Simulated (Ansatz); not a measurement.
```xyz
12

O    -1.091    1.214   -2.426
B    -0.511    0.435   -1.505
C    -0.568   -1.041   -1.065
Si    0.813   -0.055   -0.147
Ge    0.477    0.177    2.182
H    -0.745    2.110   -2.433
H    -1.396   -1.337   -0.418
H    -0.324   -1.828   -1.778
H     2.208   -0.374   -0.551
H    -1.032    0.331    2.442
H     0.977   -1.053    2.962
H     1.192    1.420    2.736
```

Total charge 0; spin multiplicity 1.

Question: List the B3LYP/def2-TZVPP orbital energies in eV (Ansatz). (Estimate.)

Answer: The calculation gave: Occupied: -10850.02, -1798.59, -1354.43, -1205.33, -1205.32, -1205.32, -521.66, -276.20, -184.60, -168.94, -143.17, -119.19, -119.18, -119.18, -98.50, -98.48, -98.45, -32.76, -32.75, -32.73, -32.68, -32.68, -28.70, -19.42, -15.74, -15.40, -13.74, -11.81, -11.69, -11.36, -10.42, -9.41, -9.39, -8.38, -7.38, -6.22. Lowest empty: -1.30, -0.35, 0.33, 0.46, 0.72, 0.92, 1.52, 1.90.

B3LYP here is the variant with VWN-RPA as its local correlation; programs differ in this.
